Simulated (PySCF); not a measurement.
A side-by-side comparison of computed properties.

First species: C5H6F3P.
Cartesian coordinates in Å at the GFN2-xTB level; atoms count from 1:
```xyz
15
C5H6F3P angstrom
C      3.1981    0.3661   -0.1110
C      1.8328    0.8583    0.2053
C      0.7268    0.1156    0.1531
P     -0.8869    0.8062    0.5566
C     -1.8418   -0.5518    0.3181
C     -3.2999   -0.4677    0.5375
F     -4.0170   -0.7663   -0.5679
F     -3.7398   -1.3215    1.4876
F     -3.6947    0.7574    0.9217
H      3.1876   -0.6839   -0.3936
H      3.8487    0.4963    0.7537
H      3.6234    0.9508   -0.9264
H      1.7661    1.8996    0.4953
H      0.7820   -0.9268   -0.1360
H     -1.4897   -1.5243    0.0079
```

Second species: C5H13P.
SMILES: `[PH](C)(C)(C=C)C`

Levels: CAM-B3LYP/def2-SVPD for dipole moment, HOMO energy, LUMO energy, HOMO–LUMO gap, static isotropic polarisability and electronic spatial extent ⟨r²⟩ about the centre of nuclear charge; TDDFT CAM-B3LYP/def2-SVPD for lowest singlet excitation; TDA CAM-B3LYP/def2-SVPD for lowest triplet excitation (Tamm–Dancoff); GFN2-xTB for rotational constant A and rotational constant C. Geometries: GFN2-xTB. Each species is one conformer at its optimised geometry, gas phase, non-relativistic unless stated; the electronic structure was computed with PySCF and density fitting.

The conformers computed, where there is a choice (atom-mapped SMILES and torsion angles):
- `[CH3:1]/[CH:2]=[CH:3]/[P:4]=[CH:5]/[C:6]([F:7])([F:8])[F:9]`: C2–C3–P4–C5 180°, P4–C5–C6–F7 120°
- `[H][P:3]([CH:2]=[CH2:1])([CH3:4])([CH3:5])[CH3:6]`: C1–C2–P3–C4 -1°

```tsv
property	column X	column Y
dipole moment	5.09 D	0.10 D
HOMO energy	-8.65 eV	-7.10 eV
LUMO energy	-1.33 eV	1.34 eV
HOMO–LUMO gap	7.32 eV	8.44 eV
lowest singlet excitation	4.56 eV	5.34 eV
lowest triplet excitation (Tamm–Dancoff)	2.58 eV	4.55 eV
static isotropic polarisability	96.0 au	92.0 au
electronic spatial extent ⟨r²⟩ about the centre of nuclear charge	2164 bohr²	836 bohr²
rotational constant A	4.233 GHz	2.932 GHz
rotational constant C	0.496 GHz	2.110 GHz
```

(1) Which column belongs to which species?

(2) How does each property change from the first species to the second?

Results:

(1) Column X is the first species and column Y the second. The first has 15 atoms and 78 electrons, the second 19 and 58.

(2) dipole moment -4.99 D; HOMO energy +1.55 eV; LUMO energy +2.67 eV; HOMO–LUMO gap +1.12 eV; lowest singlet excitation +0.78 eV; lowest triplet excitation (Tamm–Dancoff) +1.97 eV; static isotropic polarisability -4.0 au; electronic spatial extent ⟨r²⟩ about the centre of nuclear charge -1328 bohr²; rotational constant A -1.301 GHz; rotational constant C +1.614 GHz.

On the first: The principal polarisabilities are 63.4, 77.0 and 147.4 au; their mean is the isotropic value. The dipole matches unit charges of opposite sign 1.06 Å apart (1 e·Å = 4.8032 D).

On the second: In atomic units the dipole is 0.04 e·bohr (1 au = 2.5417 D). S1 lies 3.10 eV below the HOMO–LUMO gap; its leading configuration is HOMO→LUMO+1, weight 0.89.
